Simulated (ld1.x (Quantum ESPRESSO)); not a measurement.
## Reading a pseudo-wave (magnesium (Mg))

Columns: radius, all-electron u(r) and pseudo u(r) of the 3s shell (level -5.05 eV) of magnesium in the configuration [Ne] 3s1.75 3p0.25; LDA (PZ), non-relativistic, TM scheme, ld1.x (Quantum ESPRESSO) 7.5.

```json
{"r (bohr)": "0.170", "all-electron": "0.0118", "pseudo": "0.0320"}
{"r (bohr)": "0.340", "all-electron": "-0.2064", "pseudo": "0.0643"}
{"r (bohr)": "0.510", "all-electron": "-0.2473", "pseudo": "0.0976"}
{"r (bohr)": "0.680", "all-electron": "-0.1704", "pseudo": "0.1326"}
{"r (bohr)": "0.850", "all-electron": "-0.0449", "pseudo": "0.1715"}
{"r (bohr)": "1.020", "all-electron": "0.0899", "pseudo": "0.2174"}
{"r (bohr)": "1.190", "all-electron": "0.2151", "pseudo": "0.2735"}
{"r (bohr)": "1.360", "all-electron": "0.3227", "pseudo": "0.3405"}
{"r (bohr)": "1.530", "all-electron": "0.4104", "pseudo": "0.4128"}
{"r (bohr)": "1.700", "all-electron": "0.4788", "pseudo": "0.4788"}
{"r (bohr)": "1.870", "all-electron": "0.5297", "pseudo": "0.5297"}
{"r (bohr)": "2.040", "all-electron": "0.5653", "pseudo": "0.5653"}
{"r (bohr)": "2.210", "all-electron": "0.5875", "pseudo": "0.5875"}
{"r (bohr)": "2.380", "all-electron": "0.5986", "pseudo": "0.5986"}
{"r (bohr)": "2.550", "all-electron": "0.6004", "pseudo": "0.6004"}
{"r (bohr)": "2.720", "all-electron": "0.5947", "pseudo": "0.5947"}
{"r (bohr)": "2.890", "all-electron": "0.5828", "pseudo": "0.5828"}
{"r (bohr)": "3.060", "all-electron": "0.5662", "pseudo": "0.5662"}
{"r (bohr)": "3.230", "all-electron": "0.5460", "pseudo": "0.5460"}
{"r (bohr)": "3.400", "all-electron": "0.5232", "pseudo": "0.5232"}
{"r (bohr)": "3.570", "all-electron": "0.4986", "pseudo": "0.4986"}
{"r (bohr)": "3.740", "all-electron": "0.4729", "pseudo": "0.4729"}
{"r (bohr)": "3.910", "all-electron": "0.4466", "pseudo": "0.4466"}
{"r (bohr)": "4.080", "all-electron": "0.4202", "pseudo": "0.4202"}
{"r (bohr)": "4.250", "all-electron": "0.3941", "pseudo": "0.3941"}
{"r (bohr)": "4.420", "all-electron": "0.3685", "pseudo": "0.3685"}
```

Question: How many radial nodes do the two functions have?

Answer: The all-electron 3s function has n − l − 1 = 2; the pseudo-wave has 0, since the states of the same l below it are removed with the core.

Question: At about which radius was the pseudo-wave matched?

Answer: 1.80 bohr, where the columns begin to agree (steps of 0.17 bohr).

Question: Where does each function peak?

Answer: Outermost all-electron maximum near 2.55 bohr, pseudo maximum near 2.55 bohr (to the table’s step).

Question: Is the pseudo-wave norm-conserving?

Answer: Yes: the TM scheme keeps the norm inside the radius equal to the all-electron one, which fixes the energy derivative of the logarithmic derivative at the level.
